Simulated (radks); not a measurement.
Values are calculated unless marked as measured or tabulated.
Ionisation of Mo+, [Kr] 4d5, to Mo2+, [Kr] 4d4, under several functionals. Scalar-relativistic Kohn-Sham, spin-polarised, spherical densities, finite nucleus; open shells are filled with parallel spins first (spin-orbit coupling, left out, can overturn this in heavy ions); a radial shooting solver on a logarithmic mesh with Libxc functionals.

| functional | E(Mo+) (hartree) | Exc (hartree) | IE (eV) | -e(HOMO) (eV) | <r> HOMO (bohr) | IE error (eV) |
|---|---|---|---|---|---|---|
| SCAN | -4049.39967 | -124.34198 | 16.680 | 11.579 | 1.852 | +0.520 |
| PBE | -4048.45803 | -123.50639 | 16.538 | 11.424 | 1.866 | +0.378 |
| SOGGA | -4045.97077 | -120.98946 | 16.458 | 11.353 | 1.866 | +0.298 |
| XLYP | -4049.40167 | -124.44715 | 16.269 | 11.154 | 1.873 | +0.109 |
| LDA (Slater exchange, VWN5 correlation) | -4044.24654 | -119.23660 | 16.650 | 11.553 | 1.871 | +0.490 |
| B86b exchange with PBE correlation | -4049.01955 | -124.07490 | 16.557 | 11.443 | 1.865 | +0.397 |
| PBEsol | -4046.27552 | -121.29537 | 16.529 | 11.422 | 1.865 | +0.369 |
| LDA (Slater exchange, Perdew-Wang correlation) | -4044.22892 | -119.21846 | 16.643 | 11.547 | 1.871 | +0.483 |

NIST Atomic Spectra Database: 16.2 eV (semi-empirical). Closest: XLYP. The Delta-SCF values span 0.41 eV, the total energies 5.17 hartree. The highest occupied level is 4d. Open shells are spherical and high-spin; term and fine-structure splittings are not resolved.
